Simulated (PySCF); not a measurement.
C2H5O, multiplicity 2. Atoms are numbered in the order given.

```xyz
8

C      1.2027    -0.1669    -0.0115
O     -0.0009     0.0551     0.5470
C     -1.0786     0.0676    -0.3605
H      1.3358     0.0579    -1.0654
H      2.0270    -0.1262     0.6858
H     -0.9299     0.8330    -1.1311
H     -1.1926    -0.9091    -0.8424
H     -1.9775     0.2993     0.2088
```
Charge 0, spin multiplicity 2.

The structure is a stationary point at PBE0-D3(BJ)/def2-TZVP. The isomer is the one that the SMILES or the coordinates give; other isomers of the formula were not compared.

The numbers are results of PySCF with TDA-CAM-B3LYP/def2-SVPD, not measurements.

Vertical excitations. 

```
state    energy (eV)  λ (nm)      f                                                                    main pairs
-------  -----------  ------  -----  ----------------------------------------------------------------------------
root 1          4.76     261  0.025                                          α HOMO→LUMO 76 %, α HOMO→LUMO+1 19 %
root 2          5.62     221  0.001                    α HOMO→LUMO+2 48 %, α HOMO→LUMO+1 29 %, α HOMO→LUMO+3 10 %
root 3          5.86     212  0.001                      α HOMO→LUMO+1 45 %, α HOMO→LUMO+2 32 %, α HOMO→LUMO 17 %
root 4          6.24     199  0.024                       α HOMO→LUMO+4 8 %, β HOMO→LUMO 53 %, β HOMO−1→LUMO 23 %
root 5          6.35     195  0.008                                          α HOMO→LUMO+3 65 %, β HOMO→LUMO 11 %
root 6          6.64     187  0.023                                        α HOMO→LUMO+4 36 %, β HOMO−1→LUMO 48 %
root 7          6.99     177  0.041  α HOMO→LUMO+4 38 %, α HOMO→LUMO+6 19 %, β HOMO−1→LUMO 16 %, β HOMO→LUMO 15 %
root 8          7.13     174  0.023                                          α HOMO→LUMO+6 67 %, β HOMO→LUMO 10 %
root 9          7.25     171  0.006                                                            α HOMO→LUMO+5 79 %
root 10         7.77     160  0.050                                                            α HOMO→LUMO+7 92 %
```
Unrestricted roots are not spin-pure.
